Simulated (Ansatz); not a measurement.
C₃H₁₁AlO (`[CH3][Al-]([CH3])([CH3])[OH2+]`), relaxed with RKS PBE0-D4/def2-TZVP in the Gaussian-basis code of Ansatz from a PBE-D4/def2-SVP geometry. The force threshold is 0.005 eV/Å; the program also tests the step.

Charge 0, multiplicity 1.

Start:

```xyz
16

C     0.546   -0.010   -1.893
Al   -0.182    0.021   -0.037
C    -0.235   -1.716    0.942
C    -1.533    1.394    0.417
O     1.550    0.742    0.878
H     1.410   -0.697   -2.031
H    -0.235   -0.366   -2.602
H     0.851    0.992   -2.271
H    -0.347   -1.606    2.043
H     0.649   -2.368    0.759
H    -1.116   -2.311    0.613
H    -1.694    1.493    1.512
H    -2.521    1.138   -0.025
H    -1.268    2.401    0.029
H     1.887    0.044    1.476
H     2.238    0.849    0.190
```

| step | energy (eV) | largest force (eV/Å) | largest move (Å) |
| --- | --- | --- | --- |
| 1 | -11928.8055 | 0.885 | 0.000 |
| 2 | -11928.8577 | 0.309 | 0.025 |
| 3 | -11928.8637 | 0.051 | 0.013 |
| 4 | -11928.8639 | 0.063 | 0.029 |
| 5 | -11928.8645 | 0.017 | 0.013 |
| 6 | -11928.8646 | 0.005 | 0.005 |

End:

```xyz
16

C     0.538   -0.011   -1.889
Al   -0.180    0.006   -0.046
C    -0.240   -1.712    0.934
C    -1.513    1.378    0.412
O     1.524    0.720    0.856
H     1.395   -0.682   -2.018
H    -0.225   -0.356   -2.597
H     0.841    0.983   -2.241
H    -0.338   -1.583    2.019
H     0.633   -2.349    0.753
H    -1.112   -2.301    0.626
H    -1.656    1.476    1.494
H    -2.494    1.134   -0.012
H    -1.243    2.367    0.027
H     1.858    0.070    1.484
H     2.211    0.861    0.196
```

Hardware: 2 threads of an AMD EPYC 7R13 on a shared host and a share of an NVIDIA H100 80 GB. Wall time 22 s, peak host memory 0.86 GiB.
